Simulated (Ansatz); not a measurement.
The first iterations of a band of C₂H₈AsN (12 atoms, charge 0, multiplicity 1).

These are results of RHF/def2-SVPD (Ansatz 0.2.0), not measurements.

```yaml
movable_images: 5
climbing_image: yes
spring: 5.0 eV/Å²
optimiser: fire
start_path: IDPP
force_threshold: 0.05 eV/Å
iteration_limit: 60
end_points: relaxed
largest_step: 0.5 Å
```

Image 0:

```xyz
12
Properties=species:S:1:pos:R:3
C -0.083 1.878 -0.185
C -0.540 0.423 -0.099
As 0.894 -0.858 -0.517
N 0.027 -2.393 0.015
H -0.911 2.557 0.024
H 0.707 2.093 0.536
H 0.299 2.121 -1.178
H -0.936 0.200 0.892
H -1.340 0.228 -0.815
H 1.724 -0.565 0.723
H 0.413 -3.239 -0.353
H -0.177 -2.501 0.990
```

Image 6:

```xyz
12
Properties=species:S:1:pos:R:3
C -0.081 1.879 -0.186
C -0.535 0.424 -0.097
As 0.899 -0.858 -0.511
N 0.021 -2.391 0.010
H -0.910 2.557 0.025
H 0.711 2.097 0.533
H 0.297 2.122 -1.180
H -0.931 0.201 0.895
H -1.335 0.225 -0.812
H 1.723 -0.574 0.735
H -0.188 -2.501 0.982
H 0.405 -3.237 -0.360
```

| iteration | highest image above the first end (eV) | largest band force component (eV/Å) |
| --- | --- | --- |
| 1 | 0.460 | 1.866 |
| 2 | 0.403 | 1.016 |
| 3 | 0.374 | 1.235 |
| 4 | 0.352 | 0.752 |
| 5 | 0.348 | 0.628 |
| 6 | 0.342 | 0.574 |
| 7 | 0.336 | 0.504 |
| 8 | 0.329 | 0.525 |
| 9 | 0.320 | 0.464 |
| 10 | 0.311 | 0.333 |
| 11 | 0.304 | 0.485 |
| 12 | 0.296 | 0.418 |
| 13 | 0.286 | 0.297 |
| 14 | 0.278 | 0.296 |
| 15 | 0.268 | 0.517 |
| 16 | 0.257 | 0.603 |
| 17 | 0.242 | 0.428 |
| 18 | 0.224 | 0.383 |
| 19 | 0.213 | 0.788 |
| 20 | 0.212 | 1.241 |

Question: Does the band converge within its limit, and where does its top end?

Answer: It did not converge within its limit. It ended after 60 iterations with the highest image 0.260 eV above the first end. The band didn't meet its force threshold, so its energies are provisional: the largest band force was still 0.32 eV/Å, and over the last iterations the top stayed at 0.27 eV.

Time of the run: 19 min on 2 threads of Arm Neoverse V1, with other jobs on the host, peak memory 0.48 GiB.
